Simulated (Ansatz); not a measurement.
# How basis sets differ on CH5GaN2 (SMILES [H]/N=[C](/N)[GaH2])

CH5GaN2: 9 atoms, total charge 0, spin state singlet. As SMILES, `[H]/N=[C](/N)[GaH2]`. The shape is that of a PBE0-D4/def2-TZVP optimisation. This is one conformer, not always the lowest.

```xyz
9

N    -0.2359    0.5058   -1.5983
C     0.1473    0.2507   -0.4039
N     1.2930    0.8271    0.0656
Ga   -0.8355   -1.0071    0.7905
H    -1.0681   -0.0231   -1.8392
H     1.4747    0.8509    1.0515
H     1.7074    1.5559   -0.4973
H    -2.0487   -1.7513    0.1330
H    -0.4341   -1.2090    2.2981
```

Each level gives the dipole moment (D). The values are calculated.

```
      level          kind  program  value (D)  CPU time
  HF/STO-3G  Hartree–Fock   Ansatz       2.46     1.5 s
   HF/3-21G  Hartree–Fock   Ansatz       2.66     1.6 s
HF/def2-SVP  Hartree–Fock   Ansatz       2.63     5.9 s
 HF/cc-pVTZ  Hartree–Fock   Ansatz       2.67      40 s
```

All-electron rows without a relativistic Hamiltonian named are non-relativistic. The values span 2.46 to 2.67 D. Magnitudes only. Sets without polarisation functions give poor dipoles. Times are those of the runs behind each value, whatever else they computed, on shared processors of several kinds: orders of magnitude only.
